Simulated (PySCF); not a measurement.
**A fit for the $^{29}$Si shielding**

GIAO PBE0/pcSseg-1 on GFN2-xTB geometries (PySCF, gas phase, non-relativistic):

```tsv
SMILES	IAO charge (e) of Si	σ(Si) (ppm)
C#C[C@](C)(C=C)N[SiH3]	0.735	418.9
C#C[C@@](C)(/C=N\C)N[SiH3]	0.739	416.5
C#C[C@@H](C)N[SiH3]	0.750	406.6
C#C[C@@](C)(CCC)N[SiH3]	0.733	420.3
C#C[C@](C)(CC=C)N[SiH3]	0.731	419.7
C#C[C@](C)(CC#N)N[SiH3]	0.742	414.9
C#C[C@](C)(N[SiH3])C(=C)C	0.739	413.5
[H]/N=C/[C@](C)(C#C)N[SiH3]	0.736	414.1
C#C[C@](C)(N[SiH3])C1CC1	0.742	415.3
```

**Question.** Fit σ(Si) as a line in the IAO charge of Si. How well does it hold?

**Answer.** σ = 899.9 − 655.8 x, with x in e; correlation -0.90, rms deviation 1.7 ppm, largest 3.1 ppm at `[H]/N=C/[C@](C)(C#C)N[SiH3]`. A charge says how many electrons sit at the atom, not how easily they circulate, so such a line holds only within like compounds.

**Question.** A further member, `C#C[C@@](C)(C#CC)N[SiH3]`, has x = 0.738. What does the line predict, and what does the calculation give?

**Answer.** The line gives 415.9 ppm; the calculation 416.5 ppm, a difference of 0.6 ppm, within the usual scatter of the fit.
